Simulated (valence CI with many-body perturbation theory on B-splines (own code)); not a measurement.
**Xe XXII: calculated level list**

Calculated by configuration interaction combined with many-body perturbation theory (CI+MBPT): five valence electrons over a frozen Dirac-Fock core [Ar] 3d10, a basis of 9 s, 9 p, 8 d, 6 f, 3 g, 1 h functions for each j, with the one-electron correlation potential Σ1 (screened to all orders), the two-electron term Σ2, the three-electron term Σ3, Breit, model QED; selected single and double excitations, second order for the rest (own B-spline code, finite nucleus).

No measured levels were compared; by estimate levels hold to about 250 cm⁻¹ or 0.2 % of their energy and the worst to 1 %, as in measured heavy ions of charge 2 to 7; those with d or f electrons hold less well. Among the levels kept, up to 280 cm⁻¹ of a level comes from second order outside the variational space, and about a tenth of that is noise between levels of different J, which matters for small intervals.

Levels 1 to 45 of 48, with energies above the lowest level, (4s^2 4p1/2^2 4p3/2) J=3/2. "Leading %" is the weight of the configuration and term that name the level; weights of strongly mixed levels are sums over their largest components and can fall short. In the jj column 3d3/2^4 stands for four electrons in 3d with j = 3/2. Lifetimes count E1, E2, E3, M1 and M2 decay at the calculated energies, and are blank where another channel may lead or the interval is too uncertain; long ones can be off by a factor of two.

```tsv
No.	Configuration	Term	J	E (cm⁻¹)	Leading %	Leading jj	g	Lifetime
1	4s²4p³	⁴S°	3/2	0	41	4s^2 4p1/2^2 4p3/2 (94 %)	1.498	
2	4s²4p³	²D°	3/2	107940	50	4s^2 4p1/2 4p3/2^2 (94 %)	1.368	36.4 μs
3	4s²4p³	²D°	5/2	133020	98	4s^2 4p1/2 4p3/2^2 (98 %)	1.199	179 μs
4	4s²4p³	²P°	1/2	166240	98	4s^2 4p1/2 4p3/2^2 (98 %)	0.663	31.6 μs
5	4s²4p³	²P°	3/2	275600	58	4s^2 4p3/2^3 (96 %)	1.265	11.8 μs
6	4s4p⁴	⁴P	5/2	510220	79	4s 4p1/2^2 4p3/2^2 (89 %)	1.536	104 ps
7	4s4p⁴	⁴P	3/2	570790	49	4s 4p1/2^2 4p3/2^2 (64 %)	1.389	35.0 ps
8	4s4p⁴	⁴P	1/2	576390	57	4s 4p1/2^2 4p3/2^2 (76 %)	2.393	39.6 ps
9	4s4p⁴	⁴P	3/2	646030	42	4s 4p1/2 4p3/2^3 (71 %)	1.263	49.7 ps
10	4s4p⁴	²D	5/2	678420	71	4s 4p1/2 4p3/2^3 (82 %)	1.258	52.4 ps
11	4s²4p²4d	⁴F	3/2	695090	43	4s^2 4p1/2^2 4d3/2 (77 %)	0.727	41.6 ps
12	4s4p⁴	²P	1/2	719980	38	4s 4p1/2 4p3/2^3 (58 %)	1.444	15.2 ps
13	4s²4p²4d	⁴F	5/2	732230	36	4s^2 4p1/2^2 4d5/2 (77 %)	1.170	29.6 ps
14	4s4p⁴	²P	3/2	732700	47	4s 4p1/2 4p3/2^3 (56 %)	1.117	16.4 ps
15	4s²4p²4d	²F	5/2	789760	57	4s^2 4p1/2 4p3/2 4d3/2 (90 %)	0.942	305 ps
16	4s²4p²4d	⁴D	1/2	798570	78	4s^2 4p1/2 4p3/2 4d3/2 (83 %)	0.288	63.3 ps
17	4s²4p²4d	⁴F	7/2	806960	62	4s^2 4p1/2 4p3/2 4d3/2 (66 %)	1.144	1.29 ns
18	4s²4p²4d	⁴D	3/2	810730	47	4s^2 4p1/2 4p3/2 4d3/2 (69 %)	1.031	13.6 ps
19	4s²4p²4d	⁴D	7/2	814670	50	4s^2 4p1/2 4p3/2 4d5/2 (83 %)	1.291	3.52 μs
20	4s²4p²4d	⁴F	9/2	838260	56	4s^2 4p1/2 4p3/2 4d5/2 (92 %)	1.237	
21	4s²4p²4d	⁴D	5/2	848910	30	4s^2 4p1/2 4p3/2 4d5/2 (75 %)	1.195	13.3 ps
22	4s4p⁴	²P	1/2	855460	33	4s 4p3/2^4 (60 %)	1.262	15.5 ps
23	4s²4p²4d	²P	3/2	859460	36	4s^2 4p1/2 4p3/2 4d5/2 (63 %)	1.200	5.39 ps
24	4s²4p²4d	⁴P	5/2	886540	45	4s^2 4p1/2 4p3/2 4d3/2 (39 %)	1.401	3.07 ps
25	4s²4p²4d	²G	7/2	888300	56	4s^2 4p1/2 4p3/2 4d5/2 (56 %)	1.044	20.2 ps
26	4s²4p²4d	⁴P	3/2	893570	46	4s^2 4p1/2 4p3/2 4d3/2 (58 %)	1.460	3.07 ps
27	4s²4p²4d	⁴P	1/2	894760	44	4s^2 4p1/2 4p3/2 4d3/2 (82 %)	2.036	2.97 ps
28	4s²4p²4d	²D	3/2	920830	74	4s^2 4p1/2 4p3/2 4d5/2 (63 %)	0.877	9.75 ps
29	4s²4p²4d	²D	5/2	934070	60	4s^2 4p1/2 4p3/2 4d5/2 (50 %)	1.100	2.79 ps
30	4s²4p²4d	²P	1/2	946720	59	4s^2 4p1/2 4p3/2 4d5/2 (62 %)	0.964	3.44 ps
31	4s²4p²4d	²F	7/2	953280	49	4s^2 4p3/2^2 4d5/2 (96 %)	1.237	222 ps
32	4s²4p²4d	²G	9/2	964730	56	4s^2 4p3/2^2 4d5/2 (92 %)	1.205	24.6 μs
33	4s²4p²4d	²P	1/2	981000	66	4s^2 4p3/2^2 4d3/2 (52 %)	1.048	4.78 ps
34	4s²4p²4d	²D	3/2	993020	47	4s^2 4p3/2^2 4d3/2 (80 %)	1.104	2.86 ps
35	4s²4p²4d	²D	5/2	999330	38	4s^2 4p3/2^2 4d3/2 (61 %)	1.193	2.70 ps
36	4s²4p²4d	²F	7/2	1028700	83	4s^2 4p3/2^2 4d3/2 (71 %)	1.120	2.29 ps
37	4s²4p²4d	²D	5/2	1029900	84	4s^2 4p3/2^2 4d5/2 (93 %)	1.205	164 ps
38	4s²4p²4d	²P	3/2	1045300	49	4s^2 4p3/2^2 4d3/2 (47 %)	1.125	3.36 ps
39	4s²4p²4d	²S	1/2	1051500	44	4s^2 4p3/2^2 4d5/2 (45 %)	1.893	3.31 ps
40	4s²4p²4d	²D	3/2	1083800	72	4s^2 4p3/2^2 4d5/2 (57 %)	0.957	3.03 ps
41	4s²4p²4d	²D	5/2	1099100	55	4s^2 4p3/2^2 4d5/2 (78 %)	1.102	2.52 ps
42	4p⁵	²P°	3/2	1133200	71	4p1/2^2 4p3/2^3 (71 %)	1.333	21.0 ps
43	4s4p³4d	⁶D°	1/2	1166400	73	4s 4p1/2^2 4p3/2 4d3/2 (68 %)	3.046	238 ps
44	4s4p³4d	⁶D°	5/2	1168000	60	4s 4p1/2^2 4p3/2 4d3/2 (67 %)	1.487	162 ps
45	4s4p³4d	⁶D°	3/2	1169500	70	4s 4p1/2^2 4p3/2 4d3/2 (63 %)	1.683	92.5 ps
```

The ionisation energy to 4s²4p² ³P0 of the next ion comes out as 651.62 eV (NIST: 650 ± 4 eV (theoretical)). All 48 levels together are meant to be complete up to 1219300 cm⁻¹.
